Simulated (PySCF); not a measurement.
H3InO2 (SMILES [OH][InH][OH]), singlet, at a GFN2-xTB geometry (such geometries of metal compounds can be far from the true shape) (core potentials on In), with bond 6-5 at 2.4 times its length; CASSCF(6,5)/def2-SVP run with PySCF.

Here is a job for PySCF.
```python
from pyscf import gto, scf, mcscf
import numpy

mol = gto.M(
    atom='''
In   -0.20917303   -0.15298070   -0.12516015
H    -1.40626281   -1.10577389   -0.80961604
O     0.14053792    1.69129429   -0.57012066
H     0.87730361    1.97278393   -0.02328425
O     1.07405160   -0.66832189    1.24141600
H     1.04445895   -2.79571302    2.09094083
''',
    basis='def2-svp',
    ecp={'In': 'def2-svp'},
    verbose=4,
)

mf = scf.RHF(mol)
mf.kernel()
mc = mcscf.CASSCF(mf, 5, 6)
mc.fix_spin_(ss=0.0)
mc.kernel()
occ = numpy.linalg.eigvalsh(mc.fcisolver.make_rdm1(mc.ci, mc.ncas, mc.nelecas))[::-1]
ss = mc.fcisolver.spin_square(mc.ci, mc.ncas, mc.nelecas)[0]
print('natural occupations', occ.round(4), ' <S^2>', round(ss, 4))
```

Question: Write the output that PySCF gives for this input, abridged.

Answer: 
```
PySCF version 2.14.0

[INPUT] verbose = 4
[INPUT] num. atoms = 6
[INPUT] num. electrons = 40
[INPUT] charge = 0
[INPUT] spin (= nelec alpha-beta = 2S) = 0
[INPUT] symmetry False subgroup None
[INPUT] Mole.unit = angstrom
[INPUT] Symbol           X                Y                Z      unit          X                Y                Z       unit  Magmom
[...]
nuclear repulsion = 128.471292537271
number of shells = 31
number of NR pGTOs = 130
number of NR cGTOs = 69
basis = def2-svp
ecp = {'In': 'def2-svp'}

******** <class 'pyscf.scf.hf.RHF'> ********
method = RHF
initial guess = minao
damping factor = 0
level_shift factor = 0
DIIS = <class 'pyscf.scf.diis.CDIIS'>
diis_start_cycle = 1
diis_space = 8
diis_damp = 0
SCF conv_tol = 1e-09
SCF conv_tol_grad = None
SCF max_cycles = 50
direct_scf = True
direct_scf_tol = 1e-13
Set gradient conv threshold to 3.16228e-05
Initial guess from minao.
init E= -318.286487886052
[...]
cycle= 1 E= -339.649641788707  delta_E= -21.4  |g|= 1.49  |ddm|= 11.8
[...]
cycle= 2 E= -339.51571471437  delta_E= 0.134  |g|= 1.64  |ddm|=  3.2
[...]
cycle= 3 E= -340.1697135142  delta_E= -0.654  |g|= 0.612  |ddm|= 1.78
[...]
cycle= 4 E= -340.273201796525  delta_E= -0.103  |g|= 0.118  |ddm|= 0.517
[...]
cycle= 5 E= -340.27827280233  delta_E= -0.00507  |g|= 0.0803  |ddm|= 0.15
[...]
cycle= 6 E= -340.279905206523  delta_E= -0.00163  |g|= 0.0494  |ddm|= 0.0669
[...]
cycle= 7 E= -340.280724888702  delta_E= -0.00082  |g|= 0.017  |ddm|= 0.056
[...]
cycle= 8 E= -340.28089065885  delta_E= -0.000166  |g|= 0.00399  |ddm|= 0.0322
[...]
cycle= 9 E= -340.28092556573  delta_E= -3.49e-05  |g|= 0.00282  |ddm|= 0.0127
[...]
cycle= 10 E= -340.280956699969  delta_E= -3.11e-05  |g|= 0.00163  |ddm|= 0.0162
[...]
cycle= 11 E= -340.280971061259  delta_E= -1.44e-05  |g|= 0.000412  |ddm|= 0.0172
[...]
cycle= 12 E= -340.28097159711  delta_E= -5.36e-07  |g|= 0.000156  |ddm|= 0.00308
[...]
cycle= 13 E= -340.280971634519  delta_E= -3.74e-08  |g|= 6.21e-05  |ddm|= 0.000808
[...]
cycle= 14 E= -340.280971636629  delta_E= -2.11e-09  |g|= 1.24e-05  |ddm|= 0.000157
[...]
cycle= 15 E= -340.280971636756  delta_E= -1.27e-10  |g|= 6.62e-06  |ddm|= 3.56e-05
[...]
Extra cycle  E= -340.280971636757  delta_E= -1.25e-12  |g|= 7.02e-06  |ddm|= 1.03e-05
converged SCF energy = -340.280971636757

******** <class 'pyscf.mcscf.mc1step.CASSCF'> ********
CAS (3e+3e, 5o), ncore = 17, nvir = 47
max_cycle_macro = 50
max_cycle_micro = 4
conv_tol = 1e-07
conv_tol_grad = None
orbital rotation max_stepsize = 0.02
orbital rotation threshold for CI restart = 0.01
augmented hessian ah_max_cycle = 30
augmented hessian ah_conv_tol = 1e-12
augmented hessian ah_linear dependence = 1e-14
augmented hessian ah_level shift = 1e-08
augmented hessian ah_start_tol = 2.5
augmented hessian ah_start_cycle = 3
augmented hessian ah_grad_trust_region = 3
kf_trust_region = 3
kf_interval = 4
ci_response_space = 4
ci_grad_trust_region = 3
with_dep4 0
natorb = False
canonicalization = True
sorting_mo_energy = False
ao2mo_level = 2
internal_rotation = False
******** <class 'pyscf.fci.addons.SpinPenaltyFCISolver'> ********
max. cycles = 50
conv_tol = 1e-08
davidson only = True
linear dependence = 1e-12
level shift = 0.001
max iter space = 12
nroots = 1
pspace_size = 400
spin = None
CASCI E = -340.387285937204  S^2 = 0.0000000
Set conv_tol_grad to 0.000316228
macro iter   1 ( 21 JK    4 micro), CASSCF E = -340.421627185414  dE = -3.43412482e-02  S^2 = 0.0000000
               |grad[o]|=0.131  |grad[c]|=0.045  |ddm|=0.0756  |maxRot[o]|=0.201
macro iter   2 ( 21 JK    4 micro), CASSCF E = -340.429867436009  dE = -8.24025059e-03  S^2 = 0.0000000
               |grad[o]|=0.0405  |grad[c]|=0.0148  |ddm|=0.0198  |maxRot[o]|= 0.31
macro iter   3 ( 21 JK    4 micro), CASSCF E = -340.433217761174  dE = -3.35032517e-03  S^2 = 0.0000000
               |grad[o]|=0.0344  |grad[c]|=0.00957  |ddm|=0.0298  |maxRot[o]|=0.205
macro iter   4 ( 21 JK    4 micro), CASSCF E = -340.434236154011  dE = -1.01839284e-03  S^2 = 0.0000000
               |grad[o]|=0.0165  |grad[c]|=0.0125  |ddm|=0.0275  |maxRot[o]|=0.166
macro iter   5 ( 20 JK    4 micro), CASSCF E = -340.434382525096  dE = -1.46371085e-04  S^2 = 0.0000000
               |grad[o]|=0.00842  |grad[c]|=0.00162  |ddm|=0.0178  |maxRot[o]|=0.0538
macro iter   6 (  7 JK    2 micro), CASSCF E = -340.434396553322  dE = -1.40282262e-05  S^2 = 0.0000000
               |grad[o]|=0.00297  |grad[c]|=0.000765  |ddm|= 0.01  |maxRot[o]|=0.0699
macro iter   7 (  7 JK    2 micro), CASSCF E = -340.434404351342  dE = -7.79801985e-06  S^2 = 0.0000000
               |grad[o]|=0.00226  |grad[c]|=0.00211  |ddm|=0.00754  |maxRot[o]|=0.0654
macro iter   8 ( 15 JK    4 micro), CASSCF E = -340.434401494395  dE =  2.85694642e-06  S^2 = 0.0000000
               |grad[o]|=0.00145  |grad[c]|=0.00493  |ddm|=0.00518  |maxRot[o]|=0.126
macro iter   9 ( 21 JK    4 micro), CASSCF E = -340.434403732049  dE = -2.23765380e-06  S^2 = 0.0000000
               |grad[o]|=0.00118  |grad[c]|=0.00122  |ddm|=0.000225  |maxRot[o]|=0.0537
macro iter  10 ( 17 JK    4 micro), CASSCF E = -340.434406534884  dE = -2.80283444e-06  S^2 = 0.0000000
               |grad[o]|=0.000851  |grad[c]|=0.0044  |ddm|=0.00112  |maxRot[o]|=0.0598
macro iter  11 (  7 JK    2 micro), CASSCF E = -340.434405342470  dE =  1.19241309e-06  S^2 = 0.0000000
               |grad[o]|=0.00061  |grad[c]|=0.00294  |ddm|=0.000332  |maxRot[o]|=0.0518
macro iter  12 ( 21 JK    4 micro), CASSCF E = -340.434407887959  dE = -2.54548900e-06  S^2 = 0.0000000
               |grad[o]|=0.000298  |grad[c]|=0.00193  |ddm|=7.86e-05  |maxRot[o]|=0.0594
macro iter  13 (  7 JK    2 micro), CASSCF E = -340.434409079710  dE = -1.19175013e-06  S^2 = 0.0000000
               |grad[o]|=0.000233  |grad[c]|=0.000779  |ddm|=4.63e-05  |maxRot[o]|=0.033
macro iter  14 (  7 JK    2 micro), CASSCF E = -340.434411171839  dE = -2.09212897e-06  S^2 = 0.0000000
[...]
               |grad[o]|=0.00128  |grad[c]|=0.00232  |ddm|=0.0051  |maxRot[o]|=0.0697
macro iter  22 (  7 JK    2 micro), CASSCF E = -340.434568315722  dE = -4.15295062e-05  S^2 = 0.0000000
               |grad[o]|=0.00168  |grad[c]|=0.000874  |ddm|=0.00288  |maxRot[o]|=0.0698
macro iter  23 (  7 JK    2 micro), CASSCF E = -340.434609724813  dE = -4.14090908e-05  S^2 = 0.0000000
               |grad[o]|=0.00155  |grad[c]|=0.000856  |ddm|=0.00326  |maxRot[o]|=0.0699
macro iter  24 (  7 JK    2 micro), CASSCF E = -340.434642750126  dE = -3.30253135e-05  S^2 = 0.0000000
               |grad[o]|=0.00139  |grad[c]|=0.000752  |ddm|=0.00274  |maxRot[o]|=0.0693
macro iter  25 (  7 JK    2 micro), CASSCF E = -340.434692389856  dE = -4.96397301e-05  S^2 = 0.0000000
               |grad[o]|=0.00141  |grad[c]|=0.00234  |ddm|=0.00365  |maxRot[o]|=0.0634
macro iter  26 (  7 JK    2 micro), CASSCF E = -340.434738204329  dE = -4.58144729e-05  S^2 = 0.0000000
               |grad[o]|=0.00158  |grad[c]|=0.0011  |ddm|=0.00236  |maxRot[o]|=0.0699
macro iter  27 ( 21 JK    4 micro), CASSCF E = -340.435193412778  dE = -4.55208448e-04  S^2 = 0.0000000
               |grad[o]|=0.00205  |grad[c]|=0.0158  |ddm|=0.00782  |maxRot[o]|=0.257
macro iter  28 ( 12 JK    3 micro), CASSCF E = -340.435435588895  dE = -2.42176118e-04  S^2 = 0.0000000
               |grad[o]|=0.00619  |grad[c]|=0.00933  |ddm|=0.0168  |maxRot[o]|=0.118
macro iter  29 ( 15 JK    4 micro), CASSCF E = -340.435503930139  dE = -6.83412439e-05  S^2 = 0.0000000
               |grad[o]|=0.00444  |grad[c]|=0.00329  |ddm|=0.00447  |maxRot[o]|=0.111
macro iter  30 (  7 JK    2 micro), CASSCF E = -340.435576374561  dE = -7.24444214e-05  S^2 = 0.0000000
               |grad[o]|=0.00212  |grad[c]|=0.00198  |ddm|=0.00214  |maxRot[o]|=0.0699
macro iter  31 (  7 JK    2 micro), CASSCF E = -340.435627812355  dE = -5.14377939e-05  S^2 = 0.0000000
               |grad[o]|=0.00161  |grad[c]|=0.00057  |ddm|=0.00118  |maxRot[o]|=0.0699
macro iter  32 (  7 JK    2 micro), CASSCF E = -340.435695950354  dE = -6.81379992e-05  S^2 = 0.0000000
               |grad[o]|=0.0015  |grad[c]|=0.00276  |ddm|=0.00151  |maxRot[o]|=0.0699
macro iter  33 (  7 JK    2 micro), CASSCF E = -340.435783479237  dE = -8.75288827e-05  S^2 = 0.0000000
               |grad[o]|=0.00154  |grad[c]|=0.00742  |ddm|=0.0025  |maxRot[o]|=0.0699
macro iter  34 (  7 JK    2 micro), CASSCF E = -340.435896238785  dE = -1.12759549e-04  S^2 = 0.0000000
               |grad[o]|=0.00164  |grad[c]|=0.00805  |ddm|=0.00231  |maxRot[o]|=0.0699
macro iter  35 ( 16 JK    4 micro), CASSCF E = -340.436108580682  dE = -2.12341896e-04  S^2 = 0.0000000
               |grad[o]|=0.00185  |grad[c]|= 0.01  |ddm|=0.00286  |maxRot[o]|=0.102
macro iter  36 (  7 JK    2 micro), CASSCF E = -340.436239219246  dE = -1.30638564e-04  S^2 = 0.0000000
               |grad[o]|=0.00256  |grad[c]|=0.00306  |ddm|=0.00186  |maxRot[o]|=0.0699
macro iter  37 (  7 JK    2 micro), CASSCF E = -340.436453611820  dE = -2.14392574e-04  S^2 = 0.0000000
               |grad[o]|=0.00256  |grad[c]|=0.00646  |ddm|=0.00149  |maxRot[o]|=0.0684
macro iter  38 ( 19 JK    4 micro), CASSCF E = -340.437168227408  dE = -7.14615589e-04  S^2 = 0.0000000
               |grad[o]|=0.00273  |grad[c]|=0.016  |ddm|=0.00397  |maxRot[o]|=0.0903
macro iter  39 ( 20 JK    4 micro), CASSCF E = -340.437687977145  dE = -5.19749736e-04  S^2 = 0.0000000
               |grad[o]|=0.00522  |grad[c]|=0.00471  |ddm|=0.00488  |maxRot[o]|=0.0591
macro iter  40 ( 21 JK    4 micro), CASSCF E = -340.438156226575  dE = -4.68249431e-04  S^2 = 0.0000000
               |grad[o]|=0.00401  |grad[c]|=0.00439  |ddm|=0.00424  |maxRot[o]|=0.056
macro iter  41 ( 21 JK    4 micro), CASSCF E = -340.438520225054  dE = -3.63998478e-04  S^2 = 0.0000000
               |grad[o]|=0.00408  |grad[c]|=0.00729  |ddm|=0.00345  |maxRot[o]|=0.0461
macro iter  42 ( 21 JK    4 micro), CASSCF E = -340.438771694594  dE = -2.51469540e-04  S^2 = 0.0000000
               |grad[o]|=0.00414  |grad[c]|=0.0116  |ddm|=0.00223  |maxRot[o]|=0.0364
macro iter  43 ( 17 JK    4 micro), CASSCF E = -340.439018362144  dE = -2.46667550e-04  S^2 = 0.0000000
               |grad[o]|=0.00456  |grad[c]|=0.0131  |ddm|=0.00209  |maxRot[o]|=0.0678
macro iter  44 ( 21 JK    4 micro), CASSCF E = -340.439261708897  dE = -2.43346754e-04  S^2 = 0.0000000
               |grad[o]|=0.0042  |grad[c]|=0.00826  |ddm|=0.00431  |maxRot[o]|=0.0427
macro iter  45 (  7 JK    2 micro), CASSCF E = -340.439408677782  dE = -1.46968884e-04  S^2 = 0.0000000
               |grad[o]|=0.00384  |grad[c]|=0.00939  |ddm|=0.00277  |maxRot[o]|=0.0683
macro iter  46 ( 19 JK    4 micro), CASSCF E = -340.439568337133  dE = -1.59659351e-04  S^2 = 0.0000000
               |grad[o]|=0.00299  |grad[c]|=0.00422  |ddm|=0.00514  |maxRot[o]|=0.065
macro iter  47 ( 20 JK    4 micro), CASSCF E = -340.439682512408  dE = -1.14175275e-04  S^2 = 0.0000000
               |grad[o]|=0.0031  |grad[c]|=0.00386  |ddm|=0.00364  |maxRot[o]|=0.0384
macro iter  48 (  7 JK    2 micro), CASSCF E = -340.439742257822  dE = -5.97454141e-05  S^2 = 0.0000000
               |grad[o]|=0.00214  |grad[c]|=0.00637  |ddm|=0.00302  |maxRot[o]|=0.0699
macro iter  49 ( 15 JK    4 micro), CASSCF E = -340.439791024648  dE = -4.87668260e-05  S^2 = 0.0000000
               |grad[o]|=0.00183  |grad[c]|=0.0113  |ddm|=0.00254  |maxRot[o]|=0.0999
macro iter  50 ( 21 JK    4 micro), CASSCF E = -340.439840373806  dE = -4.93491580e-05  S^2 = 0.0000000
               |grad[o]|=0.0027  |grad[c]|=0.00278  |ddm|=0.00234  |maxRot[o]|=0.0623
1-step CASSCF not converged,  50 macro (639 JK 146 micro) steps
CASSCF canonicalization
Density matrix diagonal elements [1.99631798 1.9719378  1.36223274 0.64797336 0.02153812]
CASSCF energy = -340.439840373806
CASCI E = -340.439840373806  E(CI) = -8.60320030026605  S^2 = 0.0000000
natural occupations [1.9997 1.9791 1.3629 0.6373 0.021 ]  <S^2> 0.0
```

The run did not converge; its last values are not results.
